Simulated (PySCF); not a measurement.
Molecule: `N#CC#C[C@@H](F)C#N`, C$_{5}$HFN$_{2}$.

Geometry (Å), atoms numbered from 1 in this order:
```xyz
9

N     3.8808    0.2007    0.6896
C     2.7533    0.0710    0.5213
C     1.4116   -0.0865    0.3263
C     0.2327   -0.2570    0.1336
C    -1.1997   -0.4129   -0.0451
F    -1.8429   -0.4846    1.1721
C    -1.7064    0.7198   -0.8181
N    -2.0913    1.6061   -1.4229
H    -1.4245   -1.3507   -0.5819
```

Frames of a GFN2-xTB Langevin trajectory at 300 K; GIAO PBE0/pcSseg-1 shieldings in PySCF, gas phase, non-relativistic; equivalent atoms averaged within each frame.

Shifts are taken against calculated references (same method and geometry level): NH3 for ¹⁵N (267.73 ppm); ¹³C (186.93 ppm) and ¹H (31.72 ppm) vs TMS; CFCl3 for ¹⁹F (170.95 ppm). The references are static minima.

How do the shifts (ppm) fluctuate along the trajectory?

Answers


```
         time (fs)     N1     N8     C7     C2    C3    C4    C5      F6    H9
optimised geometry  324.5  321.2  115.6  110.1  75.1  75.0  69.1  -207.7  5.84
               250  336.4  325.0  113.8  112.4  79.5  76.2  71.2  -178.5  7.01
               425  326.2  342.9  119.4  110.7  84.8  75.6  75.0  -162.4  7.85
               625  346.1  312.5  117.7  116.1  79.3  77.5  77.8  -172.1  5.69
               800  321.6  318.7  116.4  109.2  79.9  80.5  67.1  -211.6  5.40
              1000  323.1  329.2  119.0  108.8  78.1  77.1  75.5  -202.9  6.23
    mean of frames  330.7  325.7  117.3  111.4  80.3  77.4  73.3  -185.5  6.44
standard deviation   10.4   11.5    2.3    2.9   2.6   1.9   4.2    20.9  1.00
```

5 frames give an uncertainty of the mean of about the standard deviation over 2.2 at best, since frames this close in time may not be independent; classical motion lacks zero-point vibration, and the reference would need the same averaging.
